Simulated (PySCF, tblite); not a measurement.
C2H10N2Si.
Geometry (GFN2-xTB, Å), atoms numbered from 1 in this order:
```xyz
15
C2H10N2Si angstrom
C     -1.923    0.386   -0.683
C     -0.509   -0.067   -1.024
Si     0.532   -0.446    0.529
N      0.831    0.853    1.627
N      2.112   -0.841   -0.046
H     -2.445   -0.382   -0.116
H     -2.501    0.593   -1.583
H     -1.900    1.292   -0.079
H     -0.571   -0.951   -1.661
H     -0.023    0.706   -1.623
H     -0.166   -1.453    1.345
H      0.040    1.300    2.059
H      1.504    1.551    1.350
H      2.191   -1.540   -0.766
H      2.824   -0.992    0.650
```

Theory: CAM-B3LYP/def2-SVPD in PySCF (dipole) on a GFN2-xTB geometry, gas phase.

Masses are those of the commonest isotopes; rigid-rotor values at the optimised geometry. The values belong to one conformer with, in the numbering `[CH3:1][CH2:2][SiH:3]([NH2:4])[NH2:5]`, C1–C2–Si3–N4 -62°, C2–Si3–N4–H 60° and -74°, C2–Si3–N5–H -51° and 175°.

What are A, B and C (cm⁻¹)?

Ia = 87.76, Ib = 195.33, Ic = 254.39 u·Å²; 505379 MHz·u·Å²/I gives 5759, 2587 and 1987 MHz, that is A = 0.19209, B = 0.08630, C = 0.06627 cm⁻¹.

Classify the top.

An asymmetric top; Ray's κ = -0.682.

What does the inertial defect say?

Not planar: Δ = Ic − Ia − Ib = -28.70 u·Å². For a rigid frame Δ = −2 Σ m c², so Σ m c² = 14.35 u·Å² lies off the ab plane: 8.20 from hydrogen and 6.15 from heavier atoms. The atom farthest from that plane is 1.81 Å away.

Give the other two planar moments, Paa and Pbb, and the rms extents of the mass along the axes.

Paa = Σ m a² = (Ib + Ic − Ia)/2 = 180.98 and Pbb = Σ m b² = (Ia + Ic − Ib)/2 = 73.41 u·Å². With the mass M = 90.06 u, the rms extents √(P/M) along a, b and c are 1.42, 0.90, 0.40 Å.

Where do the levels up to J = 4 lie, in K?

Above 0(0,0), as E/k:
J = 1: 1(0,1) 0.220, 1(1,1) 0.372, 1(1,0) 0.401
J = 2: 2(0,2) 0.655, 2(1,2) 0.782, 2(1,1) 0.868, 2(2,1) 1.325, 2(2,0) 1.329
J = 3: 3(0,3) 1.299, 3(1,3) 1.395, 3(1,2) 1.568, 3(2,2) 1.984, 3(2,1) 2.002, 3(3,1) 2.819, 3(3,0) 2.819
J = 4: 4(0,4) 2.143, 4(1,4) 2.209, 4(1,3) 2.495, 4(2,3) 2.859, 4(2,2) 2.911, 4(3,2) 3.703, 4(3,1) 3.706, 4(4,1) 4.864, 4(4,0) 4.864
Those of J = 1 are B + C, A + C and A + B.

Which lines would a microwave search look for?

The dipole components are |μa| = 0.20 D, |μb| = 0.30 D, |μc| = 0.35 D. Intensities carry the squares of the components, which stand as 0.32 : 0.75 : 1.00 (a : b : c). Some lines, for components of 0.1 D or more:

| type | branch | J(Ka,Kc) | MHz | lower level (cm⁻¹) |
| --- | --- | --- | --- | --- |
| a | Q | 1(1,0) ← 1(1,1) | 601 | 0.258 |
| c | Q | 4(1,4) ← 4(0,4) | 1372 | 1.489 |
| a | Q | 3(1,2) ← 3(1,3) | 3598 | 0.970 |
| a | R | 1(0,1) ← 0(0,0) | 4574 | 0.000 |
| b | R | 3(1,2) ← 2(2,1) | 5056 | 0.921 |
| a | R | 2(1,2) ← 1(1,1) | 8547 | 0.258 |
| a | R | 2(1,1) ← 1(1,0) | 9748 | 0.278 |
| b | R | 4(1,3) ← 3(2,2) | 10656 | 1.379 |
| b | Q | 3(2,2) ← 3(1,3) | 12263 | 0.970 |
| a | R | 3(1,3) ← 2(1,2) | 12775 | 0.543 |
| b | R | 4(0,4) ← 3(1,3) | 15584 | 0.970 |
| b | Q | 4(3,1) ← 4(2,2) | 16559 | 2.023 |
| c | Q | 3(3,1) ← 3(2,1) | 17025 | 1.391 |
| b | Q | 3(3,0) ← 3(2,1) | 17031 | 1.391 |
| a | R | 4(2,3) ← 3(2,2) | 18235 | 1.379 |
| b | R | 3(3,0) ← 2(2,1) | 31132 | 0.921 |
| b | R | 4(3,1) ← 3(2,2) | 35881 | 1.379 |

Estimate the classical rotational partition function at 25 K, 200 K and 298.15 K.

Point group C1, symmetry number σ = 1; q = (√π/σ)·√((kT/h)³/(ABC)), k/h = 20836.6 MHz/K: 3870 at 25 K, 87600 at 200 K, 160000 at 298.15 K.

Its GFN2-xTB frequencies are all real (lowest 47 cm⁻¹). No vibrational averaging or centrifugal distortion is included, and the geometry carries the error of its method. A rigid rotor knows nothing of inversion at nitrogen or internal rotation, which can split or shift real lines. Quadrupole hyperfine structure (14N) is left out.
